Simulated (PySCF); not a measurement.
Which level of theory gave which numbers?

Compound: C2H5B2F2N.
SMILES: `B(F)(CC#[N+][BH3-])F`

The closed-shell ground state was solved 6 times with PySCF (density fitting, gas phase), always in the pcSseg-1 basis (144 functions), with these functionals: B97-2, CAM-B3LYP, HF, KT3, LC-wPBE and mPW1PW91. Isolated species at its PBE0-D3(BJ)/def2-SVP geometry (one conformer only).

| row | total energy (Eh) | HOMO (eV) | LUMO (eV) | dipole (D) |
| --- | --- | --- | --- | --- |
| P | -388.7730 | -6.58 | -1.99 | 6.51 |
| Q | -383.3262 | -7.76 | -1.06 | 6.84 |
| R | -383.1822 | -10.44 | 1.37 | 7.25 |
| S | -381.3875 | -10.79 | 2.62 | 7.71 |
| T | -383.2829 | -9.09 | 0.10 | 7.07 |
| U | -383.2976 | -7.49 | -1.05 | 6.82 |

Task: Which functional belongs to which row?

Result: P = KT3, Q = mPW1PW91, R = LC-wPBE, S = HF, T = CAM-B3LYP, U = B97-2. By rising HOMO–LUMO gap: KT3 (GGA) 4.59 eV; B97-2 (global hybrid, 21 % exact exchange) 6.44 eV; mPW1PW91 (global hybrid, 25 % exact exchange) 6.70 eV; CAM-B3LYP (range-separated hybrid) 9.19 eV; LC-wPBE (range-separated hybrid) 11.81 eV; HF (all exact exchange) 13.41 eV. Total energies of different functionals aren't bounds to one another; each is stationary for its own functional.

Shape of the structure used: `[BH3-:1][N+:2]#[C:3][CH2:4][B:5]([F:6])[F:7]`: C3–C4–B5–F6 166°.
